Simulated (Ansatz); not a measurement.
```xyz
22

C     0.0517    1.5484   -1.6173
N     0.8219    0.6685   -0.7715
C     1.7164   -0.1658   -1.5391
Ge   -0.0980   -0.1705    0.6070
C     1.2374   -1.0413    1.7443
Si   -1.2940    1.5092    1.8105
Ge   -1.6574   -1.8533   -0.2515
H    -0.5872    2.2018   -1.0173
H     0.7246    2.1913   -2.1977
H    -0.5944    1.0175   -2.3374
H     1.1977   -0.8249   -2.2568
H     2.4071    0.4615   -2.1159
H     2.3200   -0.7943   -0.8809
H     0.7646   -1.4042    2.6580
H     1.6935   -1.8898    1.2329
H     2.0152   -0.3231    2.0086
H    -2.4257    2.0475    1.0085
H    -1.8513    0.8988    3.0486
H    -0.4014    2.6369    2.1928
H    -0.9114   -3.0110   -0.9436
H    -2.6348   -1.2456   -1.2744
H    -2.4947   -2.4574    0.8922
```

Total charge 0; spin multiplicity 1.

(1) List the CAM-B3LYP/def2-TZVPP orbital energies in eV (Ansatz). (Best estimate.)

Answers

(1) Computed: Occupied: -10851.93, -10851.73, -1800.83, -1356.16, -1356.02, -1207.12, -1207.11, -1207.10, -1206.96, -1206.96, -1206.96, -391.07, -279.29, -279.28, -278.64, -170.98, -170.80, -145.45, -121.27, -121.27, -121.24, -121.08, -121.08, -121.08, -100.76, -100.76, -100.76, -34.91, -34.87, -34.83, -34.80, -34.79, -34.66, -34.66, -34.58, -34.58, -34.57, -26.59, -21.49, -21.27, -18.99, -17.59, -16.82, -15.46, -14.24, -14.00, -13.67, -13.07, -12.85, -12.42, -11.83, -11.37, -11.24, -10.90, -10.88, -10.39, -9.64, -8.94, -7.37. Lowest empty: 0.97, 1.21, 1.44, 1.57, 2.05, 2.12, 2.65, 2.71.
